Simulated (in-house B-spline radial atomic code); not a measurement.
The numbers below are computed, except where a source is named.
**Correlation energy from the adiabatic connection: ω²r²/2 − Z/r, ω = 0.092, Z = 0.3**

Two electrons in a singlet, external potential ω²r²/2 − Z/r, ω = 0.092, Z = 0.3 (atomic units). Full CI in B-splines (partial waves to l = 8, correlation up to 0.6 % small) with the density held fixed gives W(λ) = <V_ee>_λ − U, and E_c is the integral of W(λ) − W(0) from 0 to 1.

```tsv
λ	W(λ) − W(0) (hartree)
0	0.00000
0.02	-0.00186
0.05	-0.00452
0.12	-0.01018
0.25	-0.01895
0.4	-0.02696
0.6	-0.03519
0.8	-0.04150
1	-0.04650
```

Question: Integrate the table by the trapezoid rule.

Answer: The strips give -0.00002, -0.00010, -0.00051, -0.00189, -0.00344, -0.00621, -0.00767, -0.00880, which sum to -0.02865 hartree. The direct value, W(1) − W(0) + T_c with T_c = 0.01772, is -0.02878; the curve is convex, so chords lie above it and the trapezoids fall short in size by 0.46 %.

Question: Now use only three numbers: W(0) = -0.24009, the initial slope W'(0) = -0.0949 (extrapolated from the first points) and the strong-coupling limit of the point-charge-plus-continuum model, W∞ = -0.32979. What do second-order theory and the interpolation W(λ) = W∞ + (W(0) − W∞)/√(1 + 2χλ) of Seidl, Perdew and Levy give?

Answer: Second order keeps the slope alone: E_c = W'(0)/2 = -0.04745, +65 % in size against -0.02878. Matching the slope fixes χ = W'(0)/(W∞ − W(0)) = -0.0949/(-0.08970) = 1.05797. Integrating, with s = √(1 + 2χ) = 1.765203, E_c = −(W(0) − W∞)(s − 1)/(s + 1) = −0.08970 × 0.765203/2.765203 = -0.02482 hartree, -13.8 % in size against the full result. At λ = 1 the formula gives W − W(0) = -0.03888 against -0.04650. Part of the miss can come from the model's W∞.
